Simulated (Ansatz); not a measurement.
Single points on the cluster Cd₃.

```yaml
crystal:
  periodic: [false, false, false]
  atoms:
    - {symbol: Cd, position_ang: [-0.400145, -1.179799, -1.465511]}
    - {symbol: Cd, position_ang: [0.887870, 1.674795, -0.327977]}
    - {symbol: Cd, position_ang: [-0.487725, -0.494997, 1.793488]}
basis:
  gaussian: {orbitals: def2-TZVP, initial_orbitals: start.molden}
hamiltonian: {xc: {name: r2SCAN0}}
scf: {omitted_lower_state_checks: [starts]}
output: {orbitals: {seedname: orbitals}}
```

The file start.molden holds the orbitals of an earlier run on this structure, at another level or in another basis.

```sh
$ ansatz run in.yaml --threads 4 --pin off --events-out ev --progress --plain --max-ram 3916MiB
```

Shortened log:

```
Functional definition: r2SCAN0
  name "r2SCAN0"
  cite "Bursch, Neugebauer, Ehlert & Grimme, J. Chem. Phys. 156, 134105 (2022) doi:10.1063/5.0086040"
  cite "Furness, Kaplan, Ning, Perdew & Sun, J. Phys. Chem. Lett. 11, 8208 (2020) doi:10.1021/acs.jpclett.0c02405"
  cite "Furness, Kaplan, Ning, Perdew & Sun, J. Phys. Chem. Lett. 11, 9248 (2020) doi:10.1021/acs.jpclett.0c03077"
  parent r2scan
  parameter a = 0.25
  parameter k0 = 0.174
  parameter k1 = 0.065
  parameter a1 = 4.9479
  exchange = (1 - a)*r2scan_x(k0 = k0, k1 = k1, a1 = a1) + a*exact_x
  correlation = r2scan_c
these checks for a lower state are left out or cut short: starts
1260 factors; their error is unknown
mean field evaluation 1: about -13698.0383 eV, gradient 3.0e0 eV
mean field evaluation 2: about -13698.0529 eV, gradient 1.7e-2 eV
mean field evaluation 4: about -13698.2869 eV, gradient 2.3e-4 eV
mean field evaluation 8: about -13698.2869 eV, gradient 4.0e-6 eV
mean field -13698.28689045 eV, -503.4027581918 hartree, gradient 4.0e-6 eV, S^2 0.000000; 0 other end points of the search recorded, 0 dependent functions left out
reference -13698.28689927 eV, -503.4027585159 hartree; 30, 30 occupied and 90, 90 virtual orbitals, 1260 factors
Total energy: -13698.28689927 eV, -503.4027585159 hartree
Checks for a lower state left out: starts
```

Run time 2.5 s (4 threads of Arm Neoverse V1 on a shared host).

First input, but with `correlation: {method: ccsd_t}` and without the key `hamiltonian` (abridged; 15 s):

```
Functional definition: HF
mean field -13622.99034209 eV, -500.6356610773 hartree, gradient 8.2e-6 eV, S^2 0.000000
second order -41.20207530 eV of doubles, -0.00000000 eV of singles
cycle   1  -38.22130425 eV  change     3.0e0 eV  update   1.3e-1
cycle   2  -39.16708717 eV  change   -9.5e-1 eV  update   3.8e-2
cycle   3  -39.22112618 eV  change   -5.4e-2 eV  update   1.8e-2
cycle   4  -39.18154171 eV  change    4.0e-2 eV  update   4.7e-3
cycle   5  -39.17362073 eV  change    7.9e-3 eV  update   1.9e-3
cycle   6  -39.17730586 eV  change   -3.7e-3 eV  update   6.6e-4
cycle   7  -39.17729070 eV  change    1.5e-5 eV  update   2.6e-4
cycle   8  -39.17700667 eV  change    2.8e-4 eV  update   6.2e-5
cycle   9  -39.17710641 eV  change   -1.0e-4 eV  update   2.1e-5
cycle  10  -39.17711837 eV  change   -1.2e-5 eV  update   6.4e-6
perturbative correction -0.83008927 eV, -0.0305052179 hartree
Total energy: -13662.99754973 eV, -502.1058988401 hartree
Checks for a lower state left out: starts
```

As the first input, with `hamiltonian: {xc: {text: "exchange = 0.95*pbe_x + 0.05*exact_x\ncorrelation = pbe_c"}}` (abridged; 1.1 s):

```
Functional definition: unnamed
mean field -13697.28710947 eV, -503.3660169184 hartree, gradient 4.0e-5 eV, S^2 0.000000
Total energy: -13697.28714258 eV, -503.3660181353 hartree
Checks for a lower state left out: starts
```

As the first input, with `hamiltonian: {xc: pbe}` (abridged; 0.85 s):

```
Functional definition: PBE
mean field -13697.54078874 eV, -503.3753394595 hartree, gradient 3.2e-5 eV, S^2 0.000000
Total energy: -13697.54082375 eV, -503.3753407462 hartree
Checks for a lower state left out: starts
```

As the first input, with `gaussian: {orbitals: def2-SVP, initial_orbitals: start.molden}`, `hamiltonian: {xc: pbe0}` (abridged; 1.4 s):

```
Functional definition: PBE0
mean field -13693.00351770 eV, -503.2085978243 hartree, gradient 6.2e-5 eV, S^2 0.000000
Total energy: -13693.00354303 eV, -503.2085987554 hartree
Checks for a lower state left out: starts
```

First input, but with `hamiltonian: {xc: {name: PBE-QIDH}}` and without the key `output` (abridged; 2.7 s):

```
Functional definition: PBE-QIDH
mean field -13671.07013140 eV, -502.4025607448 hartree, gradient 1.8e-6 eV, S^2 0.000000
second order -44.98193745 eV of doubles, -0.00000000 eV of singles
Total energy: -13686.06412049 eV, -502.9535796804 hartree
Checks for a lower state left out: starts
```

The first input with `gaussian: {orbitals: def2-TZVPD, initial_orbitals: start.molden}`, `hamiltonian: {xc: pbe0}` (abridged; 1.2 s):

```
Functional definition: PBE0
mean field -13696.34997455 eV, -503.3315778452 hartree, gradient 1.8e-5 eV, S^2 0.000000
Total energy: -13696.35000019 eV, -503.3315787875 hartree
Checks for a lower state left out: starts
```

Geometry: PBE/def2-TZVP.

In the def2 sets Cd takes a core potential; there is no spin–orbit coupling. Correlated methods freeze no core orbitals; core or outer-core shells of Cd are correlated, in sets that lack core-valence functions. The structure comes from a short search, and lower isomers may exist.
